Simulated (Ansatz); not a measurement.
The cluster Ti₂O₃⁺, relaxed as a doublet with UKS B3LYP-D4/def2-SVP in Ansatz, starting from the GFN1-xTB geometry. Force threshold 0.02 eV/Å.

The structure holds one bond between oxygen atoms, so isomers without such links may lie far lower. The charge 1 doublet is spin-contaminated (final ⟨S²⟩ up to 1.76, 0.75 for a pure state). Another isomer (doublet) lies 5.23 eV lower at PBE0-D4/def2-TZVP; other spin states weren't run for this one.

Start:

```xyz
5

Ti    1.5247    1.1086   -1.2736
Ti   -0.0887   -0.2366    0.2328
O    -1.5039    0.1102    1.1012
O    -1.6757   -0.8207    0.0901
O     1.7436   -0.1615   -0.1505
```

```tsv
step	energy (eV)	largest force component (eV/Å)	SCF passes
1	-52353.3841	3.105	65
2	-52353.8389	1.487	55
3	-52354.0116	0.489	54
4	-52354.0940	0.618	56
5	-52354.2081	0.459	69
6	-52354.2217	0.998	247
7	-52354.2976	0.683	132
8	-52354.3375	0.314	219
9	-52354.3452	0.452	61
10	-52354.3539	0.154	57
11	-52354.3547	0.004	55
```

Force components are those of the run's own axes.

End:

```xyz
5

Ti    2.355    1.191   -1.493
Ti   -0.147   -0.572    0.550
O    -1.679    0.037    1.243
O    -1.858   -0.937    0.182
O     1.329    0.280   -0.482
```

By distances, no bond broke or formed, bridged metal pairs apart. The bond that changes most is Ti2–O5, from 1.87 to 1.99 Å (atoms count from 1). Metal–metal contacts that move far: Ti1–Ti2 2.58 to 3.68 Å.

No frequencies were taken in this run, so the end may be a saddle point.

Hardware: 4 threads of Intel Xeon on a shared host. Wall time 4 min, peak host memory 0.55 GiB.
